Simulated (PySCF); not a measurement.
Task: Write Cartesian coordinates for `C#C[C@@H]1C[C@H](CC)CC[SiH2]1` as optimised with PBE0-D3(BJ)/def2-SVP.

Result: 
```
atom  x, y, z in Å
C1    -3.306    1.911   -1.695
C2    -2.468    1.431   -0.962
C3    -1.477    0.812   -0.102
C4    -0.085    0.714   -0.756
C5     1.004    0.106    0.136
C6     2.373    0.297   -0.524
C7     3.569   -0.016    0.361
C8     0.741   -1.367    0.474
C9    -0.517   -1.619    1.313
Si10  -2.041   -0.919    0.459
H11   -4.045    2.345   -2.342
H12   -1.387    1.414    0.823
H13   -0.163    0.125   -1.688
H14    0.226    1.726   -1.065
H15    1.012    0.674    1.088
H16    2.414   -0.317   -1.442
H17    2.447    1.344   -0.864
H18    4.514    0.204   -0.159
H19    3.605   -1.074    0.661
H20    3.550    0.589    1.283
H21    1.615   -1.777    1.006
H22    0.677   -1.931   -0.475
H23   -0.640   -2.695    1.518
H24   -0.417   -1.128    2.298
H25   -2.392   -1.727   -0.751
H26   -3.229   -0.829    1.360
```

Orientation and origin are arbitrary. Atoms count from 1 in this order. The C–C distances run from 1.213 Å (C1≡C2, drawn triple) to 1.541 Å (C3–C4, drawn single), a spread of 0.328 Å. The 6-membered ring C3–C4–C5–C8–C9–Si10 has internal angles of 103.4° to 114.8°; it is puckered, 0.25 Å rms from its mean plane, widest ring torsion 65°. The 2 C–Si bonds span 1.882 Å (C9–Si10, drawn single) to 1.905 Å (C3–Si10, drawn single), a spread of 0.023 Å. Si10 (SiH2 silicon) is distorted tetrahedral (angles from 103.4° to 113.1°).

Bonds between heavy atoms (Å): C1≡C2 1.213, C2–C3 1.451, C3–C4 1.541, C4–C5 1.533, C5–C6 1.532, C6–C7 1.521, C5–C8 1.534, C8–C9 1.532, C9–Si10 1.882, C3–Si10 1.905.

Computed, not measured: PBE0-D3(BJ)/def2-SVP geometry optimisation, gas phase (PySCF 2.14.0).

Point group: C1 (no symmetry element, even within 0.4 Å). Not checked by PBE0-D3(BJ)/def2-SVP frequencies. The numbers are those of one conformer (C4–C5–C6–C7 169°, C2–C3–C4–C5 178°, C3–C4–C5–C6 -170°, C4–C5–C8–C9 -64°, C5–C8–C9–Si10 57°).
